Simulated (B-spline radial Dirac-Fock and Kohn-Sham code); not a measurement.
# X-ray form factors of cerium in several charge states

The computed values come from a radial finite-basis atomic code: configuration-average Dirac-Fock orbitals.

Configurations: Ce [Xe] 4f1 5d1 6s2; Ce⁺ [Xe] 4f1 5d2; Ce²⁺ [Xe] 4f2; Ce³⁺ [Xe] 4f1; Ce⁶⁺ [Kr] 4d10 5s2 5p4. The first column is f₀ of Ce, the others are differences from it.

| s (Å⁻¹) | Ce | Δ Ce⁺ | Δ Ce²⁺ | Δ Ce³⁺ | Δ Ce⁶⁺ |
| --- | --- | --- | --- | --- | --- |
| 0 | 58.000 | -1.000 | -2.000 | -3.000 | -6.000 |
| 0.1 | 53.040 | +0.218 | +0.036 | -0.678 | -2.952 |
| 0.2 | 46.228 | +0.049 | +0.426 | +0.129 | -0.824 |
| 0.3 | 40.105 | -0.096 | +0.194 | +0.051 | -0.124 |
| 0.4 | 35.140 | -0.024 | +0.106 | -0.006 | -0.008 |
| 0.5 | 31.153 | +0.023 | +0.047 | -0.015 | -0.039 |
| 0.7 | 24.899 | +0.010 | -0.043 | -0.002 | -0.006 |
| 0.9 | 20.480 | -0.007 | -0.041 | +0.001 | +0.032 |
| 1.1 | 17.582 | -0.004 | -0.013 | 0.000 | +0.023 |
| 1.4 | 14.632 | +0.002 | -0.004 | -0.001 | +0.010 |
